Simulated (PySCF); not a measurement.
Where the electron goes

Species: CH₉ClOSi₃.
Z-matrix (Å and degrees, GFN2-xTB geometry), rows numbered from 1:
```
Si
Si  1  2.3046
O   2  1.6409  1  109.95
Si  3  1.6032  2  163.97  1    29.77
C   4  1.9122  3  109.24  2    22.57
Cl  5  1.7853  4  109.74  3   -62.69
H   1  1.4701  2  109.13  3   160.22
H   1  1.4668  2  113.59  3   -82.15
H   1  1.4665  2  114.33  3    41.17
H   2  1.4696  1  115.71  3   116.66
H   2  1.4678  1  116.87  3  -115.23
H   4  1.4585  3  107.81  2   -96.01
H   4  1.4604  3  107.05  2   139.49
H   5  1.0866  4  112.43  3   178.96
H   5  1.0878  4  113.02  3    55.86
```

Computed, not measured: TDDFT B3LYP/def2-SVPD, vertical, gas phase, core orbitals frozen in the response (PySCF 2.14.0, density-fitted response routines).

Frontier orbitals with the atoms that hold most of them (Löwdin shares over 4%, at most four atoms; ? is withheld):

```csv
orbital,ε (eV),atoms
HOMO-3,-8.59,"O3 25%, Si2 17%, Cl6 14%, H11 14%"
HOMO-2,-8.39,"Cl6 74%, C5 12%"
HOMO-1,-8.01,"O3 20%, Cl6 17%, Si2 15%, Si1 14%"
HOMO,-7.72,?
LUMO,?,?
LUMO+1,-0.24,"Cl6 37%, C5 19%, Si4 14%, H13 6%"
LUMO+2,0.01,"Si1 33%, Si2 29%, H8 12%, H11 9%"
```

Task: Give the leading atoms of the LUMO.

Result: Si2 (bonded to O, Si and 2 H) 32%; Si1 (bonded to Si and 3 H) 20%; H10 (bonded to Si) 9%; O3 (bonded to 2 Si) 7%. By element: silicon 52% or more, hydrogen 9% or more, oxygen 7%.

Task: Which atoms hold the HOMO, and with what shares?

Result: Cl6 (bonded to C) 28%; C5 (bonded to Cl, Si and 2 H) 14%; O3 (bonded to 2 Si) 13%; Si1 (bonded to Si and 3 H) 10%.

Task: What is the LUMO energy, and the HOMO–LUMO gap?

Result: ε(LUMO) = -0.70 eV; the gap is 7.01 eV (0.2578 hartree).

Task: How does S1 compare with the orbital gap of 7.01 eV?

Result: S1 is at 6.11 eV (f = 0.022), 0.91 eV below the gap, made of HOMO→LUMO (88%), HOMO-1→LUMO (9%). Without the coupling terms of the response equations the lowest excitation would equal the gap.

Task: Give energy, strength and leading configuration of S1, S2, S3 and S6, and follow the Löwdin shares of the leading atoms from the occupied to the empty orbital.

Result: 
- S1 (6.11 eV, f 0.022), HOMO→LUMO (88%): Cl6 28% → at most 8%, C5 14% → at most 8%, Si2 at most 10% → 32%, Si1 10% → 20%
- S2 (6.39 eV, f 0.0040), HOMO-1→LUMO (86%): O3 20% → 7%, Cl6 17% → at most 8%, Si2 15% → 32%, Si1 14% → 20%
- S3 (6.44 eV, f 0.015), HOMO→LUMO+1 (84%): Cl6 28% → 37%, C5 14% → 19%
- S6 (6.95 eV, f 0.015), HOMO-2→LUMO (79%): Cl6 74% → at most 8%, C5 12% → at most 8%, Si2 at most 4% → 32%, Si1 at most 4% → 20%

Löwdin shares depend on the basis, the more so with diffuse functions.

One conformer stands for the species.
